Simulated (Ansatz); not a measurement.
H5NSi2, SMILES `[H]/N=[SiH]/[SiH3]` (charge 0, multiplicity 1).

Cartesian coordinates (Å):
SMILES: [H]/N=[SiH]/[SiH3]
```xyz
8

N      1.8821    -0.7941    -0.4562
Si     0.9081     0.3017     0.1864
Si    -1.3854    -0.0441    -0.0372
H      2.8887    -0.6968    -0.3919
H      1.3144     1.5402     0.9258
H     -2.0000    -0.1245     1.3148
H     -1.6229    -1.2973    -0.7906
H     -1.9850     1.1149    -0.7511
```
Charge 0, spin multiplicity 1.

Frozen-core energies in 6-31g from Ansatz (a quantum-chemistry and plane-wave program) at a geometry from PBE0-D3(BJ)/def2-TZVP; the HF reference has <S^2> = 0.00 (restricted, and unstable towards unrestricted orbitals) and the T1 diagnostic is 0.017.

```json
[
 {"level": "HF", "energy (Ha)": "-635.01020"},
 {"level": "MP2", "energy (Ha)": "-635.24585"},
 {"level": "CCSD", "energy (Ha)": "-635.27710"}
]
```

Problem. Estimate the energies of CCSD(T), CCSDT and CCSDT(Q), and give each level's difference from CCSDT(Q).

Solution. 
```csv
level,energy (Ha),difference from CCSDT(Q) (mHa)
MP2,-635.24585,40.81
CCSD,-635.27710,9.56
CCSD(T),-635.28489,1.77
CCSDT,-635.28566,1.00
CCSDT(Q),-635.28666,0.00
```
